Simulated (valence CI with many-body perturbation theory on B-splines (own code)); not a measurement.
**E1 line list for Dy XXXIV**

Method: relativistic CI+MBPT: five valence electrons over a frozen Dirac-Fock core [Ar] 3d10, a basis of 9 s, 9 p, 8 d, 6 f, 3 g, 1 h functions for each j, with the one-electron correlation potential Σ1 (screened to all orders), the two-electron term Σ2, the three-electron term Σ3, Breit, model QED; selected single and double excitations, second order for the rest (own B-spline code, finite nucleus).

No measured spectrum was set against this ion. As an estimate, large intervals hold to a few tenths of a per cent, small ones and those within an open d or f shell to about a per cent. Among the levels kept, up to 270 cm⁻¹ of a level comes from second order outside the variational space, and about a tenth of that is noise between levels of different J, which matters for small intervals.

Lines 151 to 200 of 213 in falling wavelength, among levels below 2158400 cm⁻¹, chosen from the strongest by gf and those to the six lowest levels. Wavelengths and rates use the calculated energies. Electric multipoles are in the length gauge, E1 and E2 with the static RPA response of the core. Weak lines are less certain than strong ones. Lines between different terms over intervals too small for the method are left out, as are lines whose strength nearly cancels. The highest levels of a list are the least certain.

Levels are named by their leading jj configuration (3d3/2^4 stands for four electrons in 3d with j = 3/2), which in mixed levels can hold well under half, so a name can repeat and another be missing. Letters in brackets count levels of one name in rising energy.

```
λ vac (Å)                               Upper                       Lower   A (s⁻¹)  S (a.u.) with core polarisation  S without
    85.93  (4s^2 4p1/2 4p3/2 4d5/2) J=5/2 [a]  (4s^2 4p1/2 4p3/2^2) J=5/2  1.54e+11                         2.89e-01   3.08e-01
    84.78  (4s^2 4p1/2 4p3/2 4d5/2) J=3/2 [c]  (4s^2 4p1/2 4p3/2^2) J=1/2  2.40e+11                         2.88e-01   3.06e-01
    84.37  (4s^2 4p1/2 4p3/2 4d5/2) J=7/2 [b]  (4s^2 4p1/2 4p3/2^2) J=5/2  2.46e+11                         5.83e-01   6.18e-01
    84.33  (4s^2 4p1/2 4p3/2 4d5/2) J=3/2 [b]  (4s^2 4p1/2 4p3/2^2) J=5/2  3.31e+11                         3.92e-01   4.17e-01
    84.21  (4s^2 4p1/2 4p3/2 4d3/2) J=1/2 [b]  (4s^2 4p1/2 4p3/2^2) J=3/2  1.62e+11                         9.56e-02   1.02e-01
    83.28  (4s^2 4p1/2 4p3/2 4d5/2) J=5/2 [a]  (4s^2 4p1/2 4p3/2^2) J=3/2  6.09e+10                         1.04e-01   1.11e-01
    82.54      (4s^2 4p1/2 4p3/2 4d5/2) J=1/2  (4s^2 4p1/2 4p3/2^2) J=1/2  5.35e+11                         2.97e-01   3.16e-01
    82.51  (4s^2 4p1/2 4p3/2 4d5/2) J=5/2 [b]  (4s^2 4p1/2 4p3/2^2) J=5/2  1.91e+11                         3.17e-01   3.37e-01
    81.78  (4s^2 4p1/2 4p3/2 4d5/2) J=3/2 [b]  (4s^2 4p1/2 4p3/2^2) J=3/2  1.48e+11                         1.60e-01   1.70e-01
    81.71          (4s^2 4p3/2^2 4d5/2) J=3/2        (4s^2 4p3/2^3) J=3/2  4.75e+11                         5.12e-01   5.44e-01
    81.57  (4s^2 4p1/2 4p3/2 4d5/2) J=3/2 [c]  (4s^2 4p1/2 4p3/2^2) J=5/2  2.14e+10                         2.29e-02   2.45e-02
    81.30              (4s 4p3/2^4) J=1/2 [b]        (4s^2 4p3/2^3) J=3/2  7.31e+11                         3.88e-01   4.13e-01
    80.07  (4s^2 4p1/2 4p3/2 4d5/2) J=5/2 [b]  (4s^2 4p1/2 4p3/2^2) J=3/2  3.72e+11                         5.66e-01   6.01e-01
    79.90      (4s^2 4p3/2^2 4d5/2) J=5/2 [b]        (4s^2 4p3/2^3) J=3/2  6.91e+11                         1.04e+00   1.11e+00
    79.19  (4s^2 4p1/2 4p3/2 4d5/2) J=3/2 [c]  (4s^2 4p1/2 4p3/2^2) J=3/2  2.10e+09                         2.06e-03   2.18e-03
    77.23      (4s^2 4p1/2 4p3/2 4d5/2) J=1/2  (4s^2 4p1/2 4p3/2^2) J=3/2  1.48e+10                         6.71e-03   7.19e-03
    73.17            (4s 4p1/2 4p3/2^3) J=3/2  (4s^2 4p1/2^2 4p3/2) J=3/2  1.87e+10                         1.45e-02   1.54e-02
    72.48  (4s^2 4p1/2 4p3/2 4d3/2) J=5/2 [a]  (4s^2 4p1/2^2 4p3/2) J=3/2  1.14e+09                         1.29e-03   1.36e-03
    72.39  (4s^2 4p1/2 4p3/2 4d3/2) J=1/2 [a]  (4s^2 4p1/2^2 4p3/2) J=3/2  8.26e+09                         3.10e-03   3.30e-03
    72.11  (4s^2 4p1/2 4p3/2 4d3/2) J=3/2 [a]  (4s^2 4p1/2^2 4p3/2) J=3/2  1.01e+08                         7.49e-05   7.99e-05
    71.53              (4s 4p3/2^4) J=1/2 [a]  (4s^2 4p1/2 4p3/2^2) J=1/2  1.75e+10                         6.33e-03   6.73e-03
    70.07            (4s 4p1/2 4p3/2^3) J=5/2  (4s^2 4p1/2^2 4p3/2) J=3/2  1.93e+09                         1.97e-03   2.10e-03
    69.87          (4s^2 4p3/2^2 4d3/2) J=1/2  (4s^2 4p1/2 4p3/2^2) J=1/2  2.06e+09                         6.92e-04   7.44e-04
    69.77      (4s^2 4p3/2^2 4d3/2) J=3/2 [a]  (4s^2 4p1/2 4p3/2^2) J=1/2  5.77e+10                         3.87e-02   4.12e-02
    67.58      (4s^2 4p3/2^2 4d3/2) J=3/2 [a]  (4s^2 4p1/2 4p3/2^2) J=5/2  1.86e+11                         1.13e-01   1.21e-01
    67.52          (4s^2 4p3/2^2 4d5/2) J=7/2  (4s^2 4p1/2 4p3/2^2) J=5/2  7.28e+10                         8.85e-02   9.41e-02
    67.50              (4s 4p3/2^4) J=1/2 [a]  (4s^2 4p1/2 4p3/2^2) J=3/2  1.12e+11                         3.40e-02   3.62e-02
    67.32          (4s^2 4p3/2^2 4d3/2) J=5/2  (4s^2 4p1/2 4p3/2^2) J=5/2  4.36e+11                         3.94e-01   4.20e-01
    66.95            (4s 4p1/2 4p3/2^3) J=1/2  (4s^2 4p1/2^2 4p3/2) J=3/2  3.19e+11                         9.46e-02   1.01e-01
    66.23      (4s^2 4p3/2^2 4d3/2) J=3/2 [b]  (4s^2 4p1/2 4p3/2^2) J=1/2  6.72e+11                         3.85e-01   4.10e-01
    66.14  (4s^2 4p1/2 4p3/2 4d3/2) J=5/2 [b]  (4s^2 4p1/2^2 4p3/2) J=3/2  6.70e+11                         5.74e-01   6.11e-01
    66.07          (4s^2 4p3/2^2 4d3/2) J=7/2  (4s^2 4p1/2 4p3/2^2) J=5/2  7.40e+11                         8.42e-01   8.96e-01
    66.05  (4s^2 4p1/2 4p3/2 4d3/2) J=3/2 [b]  (4s^2 4p1/2^2 4p3/2) J=3/2  8.31e+11                         4.73e-01   5.04e-01
    66.03          (4s^2 4p3/2^2 4d3/2) J=1/2  (4s^2 4p1/2 4p3/2^2) J=3/2  5.82e+11                         1.65e-01   1.76e-01
    65.93      (4s^2 4p3/2^2 4d3/2) J=3/2 [a]  (4s^2 4p1/2 4p3/2^2) J=3/2  5.92e+11                         3.35e-01   3.57e-01
    65.68          (4s^2 4p3/2^2 4d3/2) J=5/2  (4s^2 4p1/2 4p3/2^2) J=3/2  3.19e+11                         2.68e-01   2.85e-01
    65.40  (4s^2 4p1/2 4p3/2 4d5/2) J=3/2 [a]  (4s^2 4p1/2^2 4p3/2) J=3/2  1.03e+11                         5.67e-02   6.04e-02
    64.25      (4s^2 4p3/2^2 4d3/2) J=3/2 [b]  (4s^2 4p1/2 4p3/2^2) J=5/2  4.27e+07                         2.24e-05   2.48e-05
    64.13  (4s^2 4p1/2 4p3/2 4d3/2) J=1/2 [b]  (4s^2 4p1/2^2 4p3/2) J=3/2  5.17e+11                         1.35e-01   1.43e-01
    63.59  (4s^2 4p1/2 4p3/2 4d5/2) J=5/2 [a]  (4s^2 4p1/2^2 4p3/2) J=3/2  1.96e+11                         1.49e-01   1.59e-01
    63.09      (4s^2 4p3/2^2 4d5/2) J=5/2 [a]  (4s^2 4p1/2 4p3/2^2) J=5/2  5.23e+08                         3.89e-04   4.11e-04
    62.76      (4s^2 4p3/2^2 4d3/2) J=3/2 [b]  (4s^2 4p1/2 4p3/2^2) J=3/2  1.84e+10                         8.99e-03   9.57e-03
    62.71  (4s^2 4p1/2 4p3/2 4d5/2) J=3/2 [b]  (4s^2 4p1/2^2 4p3/2) J=3/2  4.28e+10                         2.09e-02   2.22e-02
    62.43          (4s^2 4p3/2^2 4d5/2) J=3/2  (4s^2 4p1/2 4p3/2^2) J=1/2  5.91e+10                         2.84e-02   3.02e-02
    62.19              (4s 4p3/2^4) J=1/2 [b]  (4s^2 4p1/2 4p3/2^2) J=1/2  8.52e+08                         2.02e-04   2.16e-04
    61.70  (4s^2 4p1/2 4p3/2 4d5/2) J=5/2 [b]  (4s^2 4p1/2^2 4p3/2) J=3/2  6.58e+10                         4.58e-02   4.87e-02
    61.65      (4s^2 4p3/2^2 4d5/2) J=5/2 [a]  (4s^2 4p1/2 4p3/2^2) J=3/2  7.53e+07                         5.23e-05   5.55e-05
    61.18  (4s^2 4p1/2 4p3/2 4d5/2) J=3/2 [c]  (4s^2 4p1/2^2 4p3/2) J=3/2  4.80e+10                         2.17e-02   2.31e-02
    60.67          (4s^2 4p3/2^2 4d5/2) J=3/2  (4s^2 4p1/2 4p3/2^2) J=5/2  4.46e+09                         1.96e-03   2.09e-03
    60.00      (4s^2 4p1/2 4p3/2 4d5/2) J=1/2  (4s^2 4p1/2^2 4p3/2) J=3/2  1.13e+10                         2.41e-03   2.57e-03
```
